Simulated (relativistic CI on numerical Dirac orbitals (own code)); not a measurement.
One change at a time: Xe X

Base calculation: Dirac-Coulomb-Breit CI, separate exchange-only KLI orbitals for each configuration, model QED (radiative potential, 1s self-energy scaled to tabulated hydrogen-like ionisation energies), unscaled Slater integrals.

Configurations in the expansion (outside the closed core [Ar] 3d10): 4s²4p⁶4d⁹, 4s²4p⁵4d¹⁰, 4s²4p⁶4d⁸4f, 4s²4p⁶4d⁸5s, 4s²4p⁶4d⁸5p, 4s4p⁶4d¹⁰, 4s²4p⁵4d⁹4f, 4s²4p⁶4d⁷5s5p, 4s²4p⁶4d⁸5d, 4s²4p⁶4d⁷4f5s, 4s²4p⁶4d⁸6s, 4s²4p⁶4d⁸6p, 4s²4p⁶4d⁸5f, 4s4p⁶4d⁹4f, 4s²4p⁶4d⁷5s², 4s²4p⁶4d⁶4f5s², 4s²4p⁶4d⁶5s²5p, 4s²4p⁵4d⁷4f5s². Double excitations out of closed p, d and f shells are left out; levels of such configurations are missing from the list, as are those of other unlisted configurations, and high levels can miss mixing partners.

The lowest level and the first level of each name with at least 55 % of one term (blank where a level has no safe partner in the second run):

```csv
Level,Base (cm⁻¹),Shift (cm⁻¹)
4s²4p⁶4d⁹ ²D5/2,0,0
4s²4p⁶4d⁹ ²D3/2,16732,-232
4s²4p⁶4d⁸5s ⁴F9/2,508505,-8549
4s²4p⁶4d⁸5s ⁴F7/2,514981,-8522
4s²4p⁶4d⁸5s ⁴F5/2,524080,-8495
4s²4p⁶4d⁸5s ⁴F3/2,525766,-8486
4s²4p⁶4d⁸5s ²F7/2,528391,-8512
4s²4p⁶4d⁸5s ⁴P1/2,545270,-7969
4s²4p⁶4d⁸5s ²G9/2,556232,-8234
4s²4p⁶4d⁸5s ²G7/2,556574,-8226
4s²4p⁶4d⁸5s ²D5/2,557038,-8365
4s²4p⁶4d⁸5s ²P1/2,557819,-8315
4s²4p⁶4d⁸5s ²P3/2,560075,-8379
4s²4p⁶4d⁸5s ²S1/2,608699,-7875
4s²4p⁶4d⁸5p ⁴D°7/2,633901,-5768
4s²4p⁶4d⁸5p ⁴D°5/2,648110,-5499
4s²4p⁵4d¹⁰ ²P°3/2,648861,
4s²4p⁶4d⁸5p ⁴G°7/2,650573,-4472
4s²4p⁶4d⁸5p ⁴G°11/2,656507,-4544
4s²4p⁶4d⁸5p ⁴D°3/2,659829,-5525
4s²4p⁶4d⁸5p ⁴F°9/2,662529,-4848
4s²4p⁶4d⁸5p ⁴D°1/2,662775,-5477
```

At this charge energies of transitions that change n are usually good to better than 1 %, and those within a shell (Δn = 0) to a few per cent. Levels and lines within the n = 5 or 6 shells can be off by up to 10 % or somewhat more, and those that change n by about 2 %, since core polarisation is missing.

One thing was changed in a second run, which moved the levels as shown. Which?
A. configuration mixing switched off
B. one mean potential for all configurations
C. Breit term removed
D. QED terms removed

A. Configuration mixing switched off. Without mixing, levels that were pushed by configurations of the same parity and J return to their single-configuration places.

LS names give the leading component of a level, which can be under half, so a name can repeat, a term be missing and a line seem to break the LS rules.
